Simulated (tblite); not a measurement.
Species: CH8Cl2OSi4.
SMILES with atom numbers: `[CH3:1][Si@H:2]1[Si@@H:3]([Cl:4])[Si@H:5]([OH:6])[Si@@H:7]1[Cl:8]` (hydrogens: H9, H10, H11 on C1; H12 on Si2; H13 on Si3; H14 on Si5; H15 on O6; H16 on Si7)

Computed with GFN2-xTB (tblite), gas phase: L-BFGS steps from a force-field or distance-geometry start until the largest atomic force falls under 0.01 eV/Å.

Step 33: E = -717.9545 eV
```
atom  x, y, z in Å  |  force x, y, z in eV/Å
C1     -2.5055    0.4159   -1.1329    0.007   0.015  -0.022
Si2    -1.1177   -0.4316   -0.1352   -0.050  -0.029   0.026
Si3     0.9654   -0.8311   -1.2467   -0.005  -0.026  -0.031
Cl4     1.0807    0.5225   -2.8141    0.003   0.005  -0.037
Si5     2.1239    0.0537    0.5868    0.045   0.014  -0.008
O6      2.4587   -1.3381    1.3872    0.028   0.037  -0.003
Si7     0.0905    0.9475    1.4009   -0.021   0.022  -0.038
Cl8    -0.2620    0.7017    3.4047   -0.019  -0.012   0.031
H9     -3.3561    0.6742   -0.5070    0.010  -0.005  -0.019
H10    -2.1490    1.3298   -1.5973    0.033   0.024   0.005
H11    -2.8652   -0.2282   -1.9305   -0.018  -0.009   0.010
H12    -1.7677   -1.6397    0.4189    0.039   0.004   0.009
H13     1.3403   -2.0782   -1.9282   -0.026  -0.010   0.020
H14     3.3475    0.8775    0.5683   -0.024  -0.040   0.021
H15     2.7078   -1.3599    2.3074    0.002   0.010  -0.010
H16    -0.0992    2.3930    1.2064   -0.006  -0.001   0.048
```

Step 34: E = -717.9553 eV
```
atom  x, y, z in Å  |  force x, y, z in eV/Å
C1     -2.5048    0.4178   -1.1352   -0.004   0.010  -0.015
Si2    -1.1202   -0.4293   -0.1335   -0.024  -0.056   0.018
Si3     0.9660   -0.8288   -1.2473   -0.025  -0.051  -0.011
Cl4     1.0797    0.5164   -2.8185    0.006   0.019  -0.054
Si5     2.1236    0.0555    0.5855    0.044   0.018   0.001
O6      2.4590   -1.3372    1.3845    0.028   0.039  -0.002
Si7     0.0886    0.9469    1.4012   -0.010   0.036  -0.019
Cl8    -0.2585    0.6955    3.4065   -0.019  -0.009   0.017
H9     -3.3560    0.6765   -0.5115   -0.007   0.005   0.004
H10    -2.1494    1.3317   -1.6003    0.041   0.016  -0.001
H11    -2.8658   -0.2283   -1.9300   -0.009  -0.012  -0.010
H12    -1.7662   -1.6408    0.4218    0.041   0.028  -0.004
H13     1.3412   -2.0806   -1.9214   -0.028  -0.001   0.021
H14     3.3471    0.8802    0.5706   -0.028  -0.042   0.019
H15     2.7088   -1.3603    2.3045    0.000   0.012  -0.015
H16    -0.1008    2.3938    1.2115   -0.006  -0.013   0.050
```

Step 35: E = -717.9561 eV
```
atom  x, y, z in Å  |  force x, y, z in eV/Å
C1     -2.5044    0.4202   -1.1382   -0.011   0.001  -0.003
Si2    -1.1237   -0.4276   -0.1315    0.012  -0.058  -0.002
Si3     0.9665   -0.8277   -1.2477   -0.046  -0.055   0.011
Cl4     1.0788    0.5086   -2.8250    0.007   0.024  -0.060
Si5     2.1244    0.0585    0.5840    0.015   0.016   0.003
O6      2.4602   -1.3353    1.3804    0.026   0.033  -0.002
Si7     0.0866    0.9470    1.4017    0.004   0.035   0.007
Cl8    -0.2542    0.6883    3.4097   -0.017  -0.007  -0.007
H9     -3.3566    0.6797   -0.5167   -0.019   0.014   0.021
H10    -2.1497    1.3341   -1.6042    0.047  -0.002  -0.002
H11    -2.8667   -0.2287   -1.9299    0.002  -0.008  -0.026
H12    -1.7650   -1.6413    0.4249    0.034   0.038  -0.011
H13     1.3428   -2.0838   -1.9131   -0.028   0.001   0.017
H14     3.3469    0.8830    0.5740   -0.017  -0.032   0.016
H15     2.7098   -1.3611    2.3004    0.000   0.015  -0.012
H16    -0.1032    2.3949    1.2198   -0.008  -0.015   0.048
```

Step 36: E = -717.9568 eV
```
atom  x, y, z in Å  |  force x, y, z in eV/Å
C1     -2.5046    0.4226   -1.1412   -0.013  -0.011   0.011
Si2    -1.1268   -0.4269   -0.1297    0.042  -0.030  -0.027
Si3     0.9664   -0.8278   -1.2476   -0.058  -0.035   0.022
Cl4     1.0780    0.5008   -2.8326    0.005   0.015  -0.049
Si5     2.1255    0.0621    0.5824   -0.026   0.010  -0.001
O6      2.4620   -1.3327    1.3759    0.023   0.021  -0.003
Si7     0.0849    0.9476    1.4026    0.016   0.018   0.027
Cl8    -0.2501    0.6814    3.4129   -0.015  -0.005  -0.029
H9     -3.3578    0.6832   -0.5216   -0.018   0.019   0.027
H10    -2.1494    1.3363   -1.6084    0.046  -0.026   0.002
H11    -2.8677   -0.2291   -1.9305    0.012   0.002  -0.031
H12    -1.7641   -1.6410    0.4277    0.019   0.031  -0.009
H13     1.3443   -2.0871   -1.9049   -0.027  -0.004   0.009
H14     3.3469    0.8856    0.5780    0.001  -0.015   0.011
H15     2.7107   -1.3617    2.2959    0.003   0.017  -0.004
H16    -0.1060    2.3958    1.2296   -0.011  -0.006   0.045
```

Question: Estimate the geometry and energy of step 37. (The exact step hangs on the optimiser's Hessian estimate; all steps are aligned on step 36, rigid shifts and turns removed.)

Answer: E = -717.9574 eV, largest force 0.072 eV/Å
```
atom  x, y, z in Å  |  force x, y, z in eV/Å
C1     -2.5050    0.4245   -1.1436   -0.009  -0.021   0.021
Si2    -1.1289   -0.4267   -0.1287    0.054   0.010  -0.047
Si3     0.9652   -0.8286   -1.2471   -0.056  -0.003   0.017
Cl4     1.0775    0.4940   -2.8402    0.002  -0.003  -0.027
Si5     2.1261    0.0656    0.5810   -0.057   0.004  -0.006
O6      2.4641   -1.3300    1.3719    0.018   0.007  -0.005
Si7     0.0837    0.9485    1.4039    0.023  -0.003   0.033
Cl8    -0.2468    0.6751    3.4153   -0.014  -0.006  -0.039
H9     -3.3591    0.6867   -0.5255   -0.007   0.018   0.023
H10    -2.1482    1.3376   -1.6121    0.041  -0.048   0.010
H11    -2.8683   -0.2294   -1.9316    0.019   0.015  -0.027
H12    -1.7628   -1.6403    0.4300    0.003   0.015  -0.005
H13     1.3451   -2.0901   -1.8975   -0.025  -0.013   0.001
H14     3.3469    0.8876    0.5817    0.016   0.000   0.006
H15     2.7115   -1.3619    2.2918    0.006   0.019   0.006
H16    -0.1086    2.3964    1.2391   -0.015   0.007   0.040
```

The energy changes by -0.0007 eV. The first-order estimate −F·Δx gives -0.0009 eV and the mean of the old and new forces, exact on a quadratic surface, -0.0007 eV. The step makes an angle of 76° with the force vector and moves no atom by more than 0.010 Å.

What follows is the cost of the whole relaxation. Hardware: an Arm Neoverse V2 with one thread, on a shared host. Cost: 1.4 s wall.
